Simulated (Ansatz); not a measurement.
Cost and result for the atomization energy of CH7ClOSSi2, SMILES `CO[SiH2]S[SiH2]Cl` (13 atoms, 12 bonds).

```xyz
13

C    -1.081   -0.975    1.225
O     0.301   -0.687    1.215
Si    1.335   -0.908   -0.025
S     1.951    0.942   -0.926
Si    0.076    1.912   -1.052
Cl   -1.317    0.786   -2.071
H    -1.389   -1.530    0.334
H    -1.310   -1.572    2.110
H    -1.652   -0.044    1.270
H     0.694   -1.778   -1.042
H     2.601   -1.485    0.478
H    -0.504    2.171    0.283
H     0.295    3.169   -1.800
```

The species carries charge 0 and has multiplicity 1. The structure was optimised at the PBE0-D4/def2-TZVP level. It is one conformer, not always the lowest. Program: Ansatz. All runs use 2 threads of an AMD EPYC 7R13 on a shared host and a share of an NVIDIA H100 80 GB. Times are those of one run each, without the atoms' runs, and a repeat can differ threefold. Electronic energies, without spin–orbit coupling; frozen cores. CCSD(T)/CBS adds CCSD(T) − MP2 in def2-TZVPP to the MP2 limit, and its time is that of the two runs behind it. T1 = 0.011. B3LYP takes the VWN-RPA correlation (the form of Gaussian; ORCA's B3LYP/G).

CCSD(T)/CBS is a level of theory with its own doubt, some kJ/mol a heavy atom from the limit and from the frozen cores, so smaller differences don't rank the functionals.

```tsv
level	functions	wall time	atomization (kJ/mol)	difference from CCSD(T)/CBS	per bond
PBE0-D4/def2-TZVPP	328	3.4 s	4456.8	-34.2	-2.8
r2SCAN-D4/def2-TZVPP (with forces)	328	3.8 s	4493.3	2.3	0.2
B2PLYP/def2-TZVPP	328	4.4 s	4404.6	-86.4	-7.2
B3LYP-D4/def2-TZVPP (with forces)	328	4.5 s	4458.8	-32.2	-2.7
ωB97X-V/def2-TZVPP	328	5.5 s	4511.4	20.4	1.7
MP2/def2-QZVPP	604	6 s	4502.4	11.4	0.9
CCSD(T)/def2-TZVPP	328	7.5 s	4355.9	-135.1	-11.3
ωB97M-V/def2-TZVPP (with forces)	328	7.5 s	4501.8	10.8	0.9
PBE-D4/def2-TZVPP (with forces)	328	10 s	4505.3	14.3	1.2
CCSD(T)/CBS(def2)	–	14 s	4491.0	0.0	0.0
```

From PBE to PBE0 (25 % exact exchange), in def2-TZVPP and without D4, the atomization energy moves by −42.9 kJ/mol: exact exchange takes away binding that semilocal exchange gives to molecules. The D4 term adds +67.2 kJ/mol with B3LYP and +36.0 kJ/mol with PBE0; it sums over pairs of atoms, weighted by their polarisabilities, and B3LYP, whose exchange is more repulsive, gets the larger term. In def2-TZVPP, CCSD(T) changes the Hartree–Fock value by +1049.8 kJ/mol (the triples alone add +64.4 kJ/mol) and MP2 by +1116.0 kJ/mol; breaking electron pairs costs correlation energy, which Hartree–Fock lacks.
